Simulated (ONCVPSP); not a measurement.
# Os, ONCV: configuration errors across variants

ONCVPSP 4.0.1 input, shortened (lines: element, Z, core and valence counts, functional; n l f; lmax; l rc ep ncon nbas qcut; lloc lpopt rc5 dvloc0; l nproj debl; icmod fcfact rcfact), PBEsol, fully relativistic:

```
  Os 76.00    9    6  -116133      upf
    1    0    2.00
    2    0    2.00
    2    1    6.00
    3    0    2.00
    3    1    6.00
    3    2   10.00
    4    0    2.00
    4    1    6.00
    4    2   10.00
    4    3   14.00
    5    0    2.00
    5    1    6.00
    5    2    6.00
    6    0    1.75
    6    1    0.25
    3
    0    1.70    0.00    4    8    5.40
    1    1.65    0.00    3    7   10.00
    2    1.75    0.00    5    8    5.70
    3    1.05    0.00    4    9   17.40
    4    4    1.00    0.00
    0    2    4.00
    1    3    1.10
    2    2    3.10
    3    2    0.40
    3    4.50    1.55
```

Open shells are filled in proportion to 2j + 1.

In the f channel the program set the typed energies aside and used -1.878, 0.250 Ha (j = l + 1/2; the other j can differ).

All-electron excitation energies from the reference (eV): (1) 4f14 5s2 5p6 5d6 6s2 6p0 -1.236; (2) 4f14 5s2 5p6 5d6 6s1 6p0 8.395; (3) 4f13 5s2 5p6 5d7 6s2 6p0 48.757.

Errors AE − PS in meV (a dash: test not solved or not reliable):

```csv
change,(1),(2),(3),bound ghosts,GHOST(+) flags above zero
base,-0.2,-1.1,+275,none,none
"local potential polynomial inside 1.00 bohr (lpopt 4, dvloc0 -2 Ha)",-0.1,-1.2,+283,none,s
"local potential polynomial inside 1.00 bohr (lpopt 4, dvloc0 -0.5 Ha)",-0.1,-1.1,+278,none,s
"local potential polynomial inside 1.00 bohr (lpopt 4, dvloc0 0.5 Ha)",-0.1,-1.2,+272,none,s
"local potential polynomial inside 1.00 bohr (lpopt 4, dvloc0 1.5 Ha)",-0.1,-1.1,+270,none,s
"local potential polynomial inside 1.00 bohr (lpopt 4, dvloc0 5.5 Ha)",-0.1,-1.1,+260,none,none
"local potential polynomial inside 1.00 bohr (lpopt 4, dvloc0 6 Ha)",-0.1,-1.1,+259,none,none
"local potential polynomial inside 1.00 bohr (lpopt 4, dvloc0 8 Ha)",-0.1,-1.1,+254,none,none
"local potential polynomial inside 1.00 bohr (lpopt 4, dvloc0 9.5 Ha)",-0.1,-1.2,+250,none,none
```

Q: Give the same row for: local potential polynomial inside 1.00 bohr (lpopt 4, dvloc0 3 Ha).

A: -0.1, -1.1, +266; bound ghosts: none; GHOST(+) flags above zero: s.
